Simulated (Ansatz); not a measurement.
This geometry of BClF2 + FH (6 atoms, charge 0, multiplicity 1) is a first-order saddle point.

Computed with RKS B3LYP-D4/def2-SVP in Ansatz 0.2.0.

```xyz
6
Properties=species:S:1:pos:R:3
B 0.010 -0.202 0.036
Cl 0.003 0.213 2.033
F 1.150 0.157 -0.524
F -1.149 0.095 -0.521
F 0.057 -1.704 0.428
H 0.049 -1.288 1.498
```

**Question.** Which two structures does it join? (They come from a converged band through this point; their orientation in space is the band's.)

**Answer.** Bonds broken: B1–Cl2, F5–H6. Bonds formed: B1–F5, Cl2–H6. BClF2 + FH becomes BF3 + ClH.

First end point:

```xyz
6
Properties=species:S:1:pos:R:3
B -0.002 0.236 0.108
Cl -0.011 0.630 1.842
F 1.136 0.229 -0.545
F -1.141 0.156 -0.540
F 0.070 -2.055 0.581
H 0.068 -1.926 1.503
```

Last end point:

```xyz
6
Properties=species:S:1:pos:R:3
B 0.015 -0.362 -0.474
Cl 0.009 0.024 2.524
F 1.134 0.291 -0.683
F -1.144 0.221 -0.679
F 0.055 -1.641 -0.145
H 0.052 -1.261 2.408
```

**Question.** How far does it lie above each of them?

**Answer.** 0.48 eV above the first and 1.21 eV above the second. This is the barrier of this one path; another mechanism may lie lower. The orbitals stay closed-shell, which can raise the energy where a bond breaks towards radicals; this wasn't checked here.

Time of the run: 2.2 min on 1 thread of Arm Neoverse V2 (shared host), peak memory 0.15 GiB.
